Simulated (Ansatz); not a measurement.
Isolated molecules relaxed with PBE0-D4/def2-TZVP in Ansatz; ΔE leaves out vibrations. CCSD(T)/CBS adds triple-zeta CCSD(T) − MP2 to the extrapolated MP2 energy (def2 sets, frozen cores). DFT in def2-TZVPP. B3LYP here is the variant with VWN-RPA as its local correlation; programs differ in this. HSE06 is defined as in plane-wave codes. def2 core potentials past Kr. For Se, Zr outer-core shells are correlated without core-valence functions, which leaves a few kJ/mol of doubt a bond. Scalar relativity is left out up to krypton. One conformer a species, not always the lowest.

Consider the redistribution: `[F][AlH][SeH]` + `[NH2][Zr]([F])([F])[F]` → `[NH2][AlH][SeH]` + `[F][Zr]([F])([F])[F]`.

```json
{"level": "revPBE-D4", "ΔE (kJ/mol)": "-28.5", "difference from CCSD(T)/CBS": "-9.7"}
{"level": "B3LYP-D4", "ΔE (kJ/mol)": "-22.8", "difference from CCSD(T)/CBS": "-4.0"}
{"level": "r2SCANh-D4", "ΔE (kJ/mol)": "-26.0", "difference from CCSD(T)/CBS": "-7.2"}
{"level": "PBE-QIDH", "ΔE (kJ/mol)": "-23.6", "difference from CCSD(T)/CBS": "-4.8"}
{"level": "r2SCAN", "ΔE (kJ/mol)": "-27.2", "difference from CCSD(T)/CBS": "-8.4"}
{"level": "PBE0", "ΔE (kJ/mol)": "-25.1", "difference from CCSD(T)/CBS": "-6.3"}
{"level": "r2SCANh", "ΔE (kJ/mol)": "-26.0", "difference from CCSD(T)/CBS": "-7.2"}
{"level": "HSE06", "ΔE (kJ/mol)": "-25.1", "difference from CCSD(T)/CBS": "-6.3"}
{"level": "CAM-B3LYP", "ΔE (kJ/mol)": "-25.0", "difference from CCSD(T)/CBS": "-6.2"}
{"level": "LC-ωPBE", "ΔE (kJ/mol)": "-32.0", "difference from CCSD(T)/CBS": "-13.2"}
{"level": "RPA@PBE/def2-TZVPP", "ΔE (kJ/mol)": "-19.7", "difference from CCSD(T)/CBS": "-0.9"}
{"level": "MP2/def2-SVP", "ΔE (kJ/mol)": "-27.3", "difference from CCSD(T)/CBS": "-8.5"}
{"level": "CCSD/def2-SVP", "ΔE (kJ/mol)": "-24.7", "difference from CCSD(T)/CBS": "-5.9"}
{"level": "CCSD(T)/def2-SVP", "ΔE (kJ/mol)": "-26.0", "difference from CCSD(T)/CBS": "-7.2"}
{"level": "HF/CBS(def2)", "ΔE (kJ/mol)": "-21.2", "difference from CCSD(T)/CBS": "-2.4"}
{"level": "MP2/CBS(def2)", "ΔE (kJ/mol)": "-18.4", "difference from CCSD(T)/CBS": "0.4"}
{"level": "CCSD(T)/CBS", "ΔE (kJ/mol)": "-18.8", "difference from CCSD(T)/CBS": "0"}
```

Largest T1 diagnostic among the species: 0.018.

Leaving LDA and LC-ωPBE aside and taking each functional with its dispersion term where it has one, the values, not all of them listed here, spread over 7.6 kJ/mol, from revPBE-D4 to BHLYP-D4. At CCSD(T), def2-SVP lies −7.2 kJ/mol from the extrapolated value and def2-TZVPP −1.7 kJ/mol.
